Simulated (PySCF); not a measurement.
Computed shifts of a molecule C3H6BFO2, PBE/pcSseg-1 (PySCF), GIAO, gas phase, equivalent atoms averaged, in ppm (number of nuclei): ¹³C: 233.2 (1), 51.5 (1), 9.8 (1). ¹⁹F: -118.1 (1). ¹H: 4.87 (1), 3.27 (2), 1.25 (3). References: ¹³C against TMS (σ = 182.0 ppm); ¹⁷O against H2O (σ = 334.3 ppm); ¹¹B against BF3 (σ = 83.9 ppm); ¹⁹F against CFCl3 (σ = 133.6 ppm); ¹H against TMS (σ = 31.49 ppm), references at their B3LYP-D3(BJ)/def2-TZVP geometries, non-relativistic. Geometry: r2SCAN-D4/def2-SVP. The values are those of a single conformer.

Question: Pick the molecule that these values belong to.
A. OB(F)C1COC1
B. O[C@H]1COB1CF
C. CCC(=O)B(O)F
D. C=C(C)OB(O)F

Answer: C, CCC(=O)B(O)F
